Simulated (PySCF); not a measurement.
# Ne⁺ (neon, charge +1) across methods

[He] 2s2 2p4 3d1, one real determinant (an excited configuration). All numbers are calculated (PySCF 2.14, the non-relativistic Hamiltonian (point nucleus), in aug-cc-pVQZ with one added diffuse shell each of s, p, d, f, g type (7s6p5d4f3g, 105 functions)).

| method | E (hartree) | mean ε 2p α (eV) | mean ε 2p β (eV) | mean ε 3d α (eV) | Σ⟨r²⟩ (bohr²) | ⟨S²⟩ |
| --- | --- | --- | --- | --- | --- | --- |
| UHF | -126.58277 | -62.254 | -56.331 | -5.571 | 21.01 | 3.754 |
| M06-2X | -126.8622 | -55.554 | -50.813 | -4.911 | 20.85 | 3.752 |
| r2SCAN | -126.8588 | -50.257 | -45.661 | -4.137 | 21.04 | 3.752 |
| LDA | -126.1251 | -48.957 | -44.282 | -4.025 | 20.71 | 3.751 |
| BHandHLYP | -126.8859 | -55.878 | -51.140 | -4.933 | 20.83 | 3.752 |
| revPBE | -126.8791 | -48.883 | -44.731 | -4.366 | 21.02 | 3.751 |
| r2SCAN0 | -126.8541 | -53.420 | -48.583 | -4.517 | 20.97 | 3.753 |
| PBE0 | -126.8086 | -52.453 | -47.925 | -4.676 | 20.91 | 3.752 |
| PBE | -126.7985 | -48.896 | -44.717 | -4.293 | 20.90 | 3.751 |

⟨L²⟩ = 8.01 against 12 for a pure F term, so this real determinant mixes terms. The outer electron is Rydberg-like, and this basis confines it to a smaller radius and binds it less than a complete one would.
